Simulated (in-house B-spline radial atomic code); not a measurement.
Checks on a self-consistent run for Ne IX (Ne8+), 1s1 (4p1/2)1. Level of theory: Dirac-Hartree-Fock, average of the jj configuration, Fermi nucleus of rms radius 3.0055 fm; calculated with a radial B-spline atomic code at the basis-set limit.

| orbital | q | ε (Eh) | <1/r> | <r²> | small-component weight |
| --- | --- | --- | --- | --- | --- |
| 1s1/2 | 1 | -49.51371 | 10.024 | 0.0299322 | 0.0013323 |
| 4p1/2 | 1 | -2.54823 | 0.56816 | 7.30525 | 6.8575e-05 |

Electron-electron repulsion V_ee = 0.5530 hartree.

Q: What total energy follows from the eigenvalues?

A: The eigenvalues count the repulsion twice, so E = Σqε - V_ee = -52.062 - 0.553 = -52.615 hartree; the run printed -52.615.

Q: Does the Dirac virial theorem hold?

A: For a point nucleus E = -2c²Σq·w, with w the small-component weight. Here Σq·w = 0.0014009 and c = 137.0360, so the ratio E/(-2c²Σq·w) is 1.000001.

Q: What diamagnetic shielding (Lamb formula) and susceptibility (Langevin formula) do the radii give?

A: σ = (α²/3)Σq<1/r> = 10.5921/(3·137.036²) = 188.02 ppm, and χ = -0.79199×10⁻⁶·Σq<r²> = -5.809×10⁻⁶ cm³/mol with Σq<r²> = 7.3352 bohr². Both are non-relativistic formulas without the paramagnetism of open shells.
